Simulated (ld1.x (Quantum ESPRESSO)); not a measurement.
**Reading a pseudo-wave (copper)**

Columns: radius, all-electron u(r) and pseudo u(r) of the 3d shell (level -7.18 eV) of copper in the configuration [Ne] 3s2 3p6 3d10 4s0 4p1; PBEsol, scalar-relativistic, RRKJ scheme, ld1.x (Quantum ESPRESSO) 7.5.

| r (bohr) | all-electron | pseudo |
| --- | --- | --- |
| 0.057 | 0.0276 | 0.0047 |
| 0.115 | 0.1395 | 0.0366 |
| 0.172 | 0.3014 | 0.1133 |
| 0.230 | 0.4763 | 0.2427 |
| 0.288 | 0.6339 | 0.4135 |
| 0.345 | 0.7598 | 0.5999 |
| 0.402 | 0.8540 | 0.7781 |
| 0.460 | 0.9192 | 0.9261 |
| 0.518 | 0.9573 | 1.0245 |
| 0.575 | 0.9735 | 1.0688 |
| 0.632 | 0.9734 | 1.0680 |
| 0.690 | 0.9610 | 1.0355 |
| 0.747 | 0.9402 | 0.9881 |
| 0.805 | 0.9131 | 0.9371 |
| 0.862 | 0.8827 | 0.8915 |
| 0.920 | 0.8495 | 0.8513 |
| 0.977 | 0.8158 | 0.8159 |
| 1.035 | 0.7812 | 0.7812 |
| 1.092 | 0.7475 | 0.7475 |
| 1.150 | 0.7139 | 0.7139 |
| 1.208 | 0.6812 | 0.6812 |
| 1.265 | 0.6502 | 0.6502 |
| 1.322 | 0.6203 | 0.6203 |
| 1.380 | 0.5912 | 0.5912 |
| 1.438 | 0.5634 | 0.5634 |
| 1.495 | 0.5373 | 0.5373 |

Task: How many radial nodes do the two functions have?

Result: The all-electron 3d function has n − l − 1 = 0; the pseudo-wave has 0.

Task: At about which radius was the pseudo-wave matched?

Result: 1.00 bohr, where the columns begin to agree (steps of 0.06 bohr).

Task: Is the pseudo-wave norm-conserving?

Result: Yes: the RRKJ scheme keeps the norm inside the radius equal to the all-electron one, which fixes the energy derivative of the logarithmic derivative at the level.
